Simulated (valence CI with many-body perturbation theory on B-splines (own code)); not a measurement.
## Questions on Kr XXX

Calculated by relativistic CI+MBPT: five valence electrons over a frozen Dirac-Fock core [He], a basis of 11 s, 11 p, 10 d, 8 f, 5 g, 2 h functions for each j, with the one-electron correlation potential Σ1, the two-electron term Σ2, the three-electron term Σ3, Breit, model QED; selected CI, second order for the rest, scaled by the run's own slope (own B-spline code, finite nucleus).

The last digits are not significant, and no measured levels were compared; by estimate large intervals hold to a few tenths of a per cent, small ones and those within an open d or f shell to about a per cent. Among the levels kept, up to 5300 cm⁻¹ of a level comes from second order outside the variational space, and about a tenth of that is noise between levels of different J, which matters for small intervals.

Levels are named by their leading jj configuration (3d3/2^4 stands for four electrons in 3d with j = 3/2), which in mixed levels can hold well under half, so a name can repeat and another be missing.

Rates and lifetimes use the calculated energies. Strong lines usually hold to 10 to 20 %, long lifetimes can be off by a factor of two.

(1) What is the ground level?

(2) Among levels below 2294.6 eV, which E1 lines absorb most strongly from the ground level?

(3) How well does LS coupling describe the low levels?

(4) Where does the other parity begin?

(5) What is the ionisation energy?

(6) Name the longest-lived excited levels whose lifetime is computed, and their main decay.

Answers

(1) (2s^2 2p1/2^2 2p3/2) J=3/2, composition 47 % 2s2 2p3 4S° + 35 % 2s2 2p3 2P° + 18 % 2s2 2p3 2D°, g = 1.549.

(2) to (2s^2 2p1/2 2p3/2 3d3/2) J=3/2 at 0.6048 nm, f = 0.413; to (2s^2 2p1/2 2p3/2 3d3/2) J=5/2 at 0.6053 nm, f = 0.356; to (2s^2 2p1/2^2 3d5/2) J=5/2 at 0.6225 nm, f = 0.346.

(3) Among the lowest 20 levels the leading LS term, summed over configurations, holds 71 % on average. For single configurations the figures are 71 % in LS and 90 % in jj coupling. Terms mix most in the J = 1/2 level at 276.7 eV, where the leading one holds 45 %.

(4) At (2s 2p1/2^2 2p3/2^2) J=5/2, 172.5 eV.

(5) 3379.7 eV; NIST lists 3380 ± 30 eV (semi-empirical).

(6) (2s^2 2p1/2 2p3/2^2) J=5/2 at 60.4 eV lives 4.45 μs, mostly by M1 to (2s^2 2p1/2^2 2p3/2) J=3/2; (2s^2 2p1/2 2p3/2^2) J=3/2 at 47.7 eV lives 825 ns, mostly by M1 to (2s^2 2p1/2^2 2p3/2) J=3/2; (2s^2 2p1/2 2p3/2^2) J=1/2 at 77.1 eV lives 660 ns, mostly by M1 to (2s^2 2p1/2^2 2p3/2) J=3/2.
